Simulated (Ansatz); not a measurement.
Total energies of PbI2⁺ from Ansatz at PBE-D4/def2-TZVP, gas phase (1 Eh = 27.2114 eV = 2625.5 kJ/mol). The reference geometry is relaxed at PBE0-D4/def2-SVP.

```
atom    x (Å)    y (Å)    z (Å)
 Pb1  -0.8635   1.0747   0.7628
  I2   0.0677  -1.6632   0.7925
  I3   0.7958   0.5886  -1.5554
```

| state | geometry | energy (Eh) |
| --- | --- | --- |
| charge 1 doublet | reference | -788.12894 |
| charge 0 singlet | reference | -788.40398 |
| charge 1 quartet | relaxed at PBE0-D4/def2-SVP | -788.03911 |

In the def2 sets I, Pb take a core potential; there is no spin–orbit coupling.

Work out the vertical electron affinity, to the singlet.

E(charge 1 doublet) − E(charge 0 singlet) = -788.12894 − (-788.40398) = 0.27504 Eh = 7.48 eV.

Which of the charge 1 states is lowest, and how far above it are the others?

The doublet. quartet: -788.03911 − (-788.12894) = 0.08983 Eh = 235.8 kJ/mol.

The structure comes from a short search, and lower isomers may exist.
